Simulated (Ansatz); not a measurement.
Ansatz (a quantum-chemistry and plane-wave program) input (CCSD(T)/def2-SVPD):

Ansatz 0.2 input:
```yaml
crystal:
  periodic: [false, false, false]
  atoms:
    - {symbol: Si, position_ang: [0.04723359, -0.02930386, 0.99259502]}
    - {symbol: I, position_ang: [1.12228249, 1.76295077, -0.13286679]}
    - {symbol: I, position_ang: [-1.13475929, -1.75521013, -0.12932812]}
basis:
  gaussian:
    orbitals: def2-SVPD
total_charge: 1
magnetization: {spin_polarized: true, initial_magnetization: 1}
correlation: {method: ccsd_t, electrons: outside_noble_gas}
output: {forces: true}
```

End of the output:

```
cycle   5  -7.99780105 eV  change   -2.4e-4 eV  update   7.4e-4
cycle   6  -7.99834950 eV  change   -5.5e-4 eV  update   3.2e-4
cycle   7  -7.99834021 eV  change    9.3e-6 eV  update   1.1e-4
cycle   8  -7.99833468 eV  change    5.5e-6 eV  update   4.1e-5
cycle   9  -7.99831908 eV  change    1.6e-5 eV  update   1.6e-5
cycle  10  -7.99831446 eV  change    4.6e-6 eV  update   6.7e-6
cycle  11  -7.99831393 eV  change    5.4e-7 eV  update   2.5e-6
cycle  12  -7.99831340 eV  change    5.3e-7 eV  update   1.0e-6
perturbative correction -0.36930435 eV, -0.0135716845 hartree
the calculation of the forces begins
Total energy: -24006.03548548 eV, -882.2055322160 hartree
Atom 0 at     0.047234    -0.029304     0.992595 Å, force     0.007758    -0.004813     0.163022 eV/Å
Atom 1 at     1.122282     1.762951    -0.132867 Å, force     0.093889     0.154802    -0.081664 eV/Å
Atom 2 at    -1.134759    -1.755210    -0.129328 Å, force    -0.101647    -0.149989    -0.081358 eV/Å
Dipole moment:     0.012247    -0.007598     0.257360 e Å
```
